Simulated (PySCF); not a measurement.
HfO₂, SMILES [O]=[Hf]=[O], multiplicity 1.

Geometry: PBE0-D3(BJ)/def2-TZVP. The multiplicity is an assumed one; other spin states were not compared. The isomer is the one that the SMILES or the coordinates give; other isomers of the formula were not compared. The def2 effective core potentials stand for the cores of Hf; spin–orbit coupling is left out.

Method: PBE0-D3(BJ)/def2-TZVP (PySCF).

Frequencies are harmonic and unscaled.

```csv
mode,ν (cm⁻¹),IR (km/mol),moving atoms (share of kinetic energy)
1,298,7.9,"O 92 %, Hf 8 %"
2,848,261.5,"O 90 %, Hf 10 %"
3,932,39.8,O 93 %
```
